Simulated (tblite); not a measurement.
Species: CH9ClSi3.
InChI=1S/CH9ClSi3/c2-1(3,4)5/h3-5H3

Computed with GFN2-xTB (tblite): harmonic, unscaled wavenumbers at the GFN2-xTB geometry, gas phase. Against measured fundamentals such values can be off by several per cent, at times by over 20. Modes of hydrogen on silicon can be 10 to 20 % off.

Harmonic wavenumbers (cm⁻¹): 126.5, 126.6, 143.7, 152.0, 152.5, 165.3, 192.2, 192.2, 393.7, 511.0, 511.8, 512.0, 532.0, 536.5, 536.8, 729.2, 751.2, 766.4, 766.4, 774.7, 774.7, 782.1, 782.7, 799.7, 810.2, 877.3, 877.3, 2255.6, 2256.2, 2261.5, 2275.4, 2278.0, 2278.5, 2285.9, 2286.7, 2288.1.

A = 1604, B = 1603, C = 1465 MHz; mass 139.970 u (most abundant isotopes); point group C3v, symmetry number 3.

Q: What is the zero-point energy?

A: Half the sum of the wavenumbers: 17371 cm⁻¹ = 49.67 kcal/mol.

Q: Entropy at 298.15 K, 1 bar (ideal gas, RRHO, classical rotation)?

A: Translation 40.75, rotation 26.65, vibration 28.16: S = 95.6 cal/(mol K).

Q: And Cp and H(298.15 K) − H(0)?

A: Cp = 39.83 cal/(mol K), of which vibrations give 31.88 (their classical limit is 36 R = 71.5); H(298.15 K) − H(0) = 7.15 kcal/mol without the zero-point energy, 4.78 from vibrations.

Q: How do the functions run with temperature in this model?

A: 
| T (K) | S (cal/(mol K)) | Cp (cal/(mol K)) | H − H(0) (kcal/mol) | G − H(0) (kcal/mol) | ln q(vib) |
| --- | --- | --- | --- | --- | --- |
| 50 | 54.3 | 11.8 | 0.44 | -2.27 | 0.11 |
| 100 | 65.0 | 19.2 | 1.24 | -5.27 | 0.96 |
| 373.15 | 105.1 | 45.4 | 10.35 | -28.87 | 8.13 |
| 500 | 119.4 | 52.1 | 16.57 | -43.14 | 11.43 |
| 750 | 142.3 | 60.8 | 30.76 | -75.97 | 17.37 |
| 1000 | 160.6 | 66.4 | 46.71 | -113.92 | 22.57 |

q(vib) and H(0) count from the zero-point level.

Q: Blend soft modes into free rotors: weight 1/[1 + (100 cm⁻¹/ν̃)⁴] for the oscillator and the rest for a rotor with moment μB/(μ + B), μ = h/(8π²ν), B = 10⁻⁴⁴ kg m². What vibrational entropy results?

A: 27.82 cal/(mol K) in place of 28.16, which changes −T·S at 298.15 K by +0.10 kcal/mol.

Q: What must be added to the electronic energy to get the Gibbs energy at 298.15 K and 1 bar?

A: ZPE + [H(298.15 K) − H(0)] − T·S = 49.67 + 7.15 − 28.49 = 28.33 kcal/mol.

Hindered rotation and anharmonicity are outside this model.
